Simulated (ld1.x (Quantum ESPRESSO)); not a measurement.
Reading a pseudo-wave (platinum)

Columns: radius, all-electron u(r) and pseudo u(r) of the 6s shell (level -32.77 eV) of platinum in the configuration [Kr] 4d10 4f14 5s2 5p6 5d7 6s0 6p0; LDA (PZ), scalar-relativistic, TM semilocal scheme, ld1.x (Quantum ESPRESSO) 7.5.

| r (bohr) | all-electron | pseudo |
| --- | --- | --- |
| 0.113 | 0.1462 | -0.0135 |
| 0.225 | -0.0617 | -0.0278 |
| 0.338 | -0.2593 | -0.0441 |
| 0.450 | -0.0616 | -0.0632 |
| 0.563 | 0.2139 | -0.0866 |
| 0.675 | 0.3774 | -0.1153 |
| 0.788 | 0.4011 | -0.1513 |
| 0.900 | 0.3175 | -0.1952 |
| 1.013 | 0.1696 | -0.2488 |
| 1.125 | -0.0029 | -0.3111 |
| 1.238 | -0.1773 | -0.3824 |
| 1.350 | -0.3354 | -0.4587 |
| 1.463 | -0.4719 | -0.5372 |
| 1.575 | -0.5812 | -0.6112 |
| 1.688 | -0.6652 | -0.6764 |
| 1.800 | -0.7240 | -0.7272 |
| 1.913 | -0.7615 | -0.7620 |
| 2.025 | -0.7798 | -0.7798 |
| 2.138 | -0.7822 | -0.7822 |
| 2.250 | -0.7717 | -0.7717 |
| 2.363 | -0.7509 | -0.7509 |
| 2.475 | -0.7225 | -0.7225 |
| 2.588 | -0.6880 | -0.6880 |
| 2.700 | -0.6500 | -0.6500 |
| 2.813 | -0.6091 | -0.6091 |
| 2.925 | -0.5674 | -0.5674 |

(1) How many radial nodes do the two functions have?

(2) At about which radius was the pseudo-wave matched?

(3) Where does each function peak?

(4) Is the pseudo-wave norm-conserving?

## Answers

(1) The all-electron 6s function has n − l − 1 = 5 (the table is too coarse to show those close to the nucleus); the pseudo-wave has 0, since the states of the same l below it are removed with the core.

(2) 2.25 bohr. The columns agree to 0.0005 from 2.02 bohr on; several derivatives are matched, so the curves merge somewhat inside the radius.

(3) Outermost all-electron maximum near 2.14 bohr, pseudo maximum near 2.14 bohr (to the table’s step).

(4) Yes: the TM semilocal scheme keeps the norm inside the radius equal to the all-electron one, which fixes the energy derivative of the logarithmic derivative at the level.
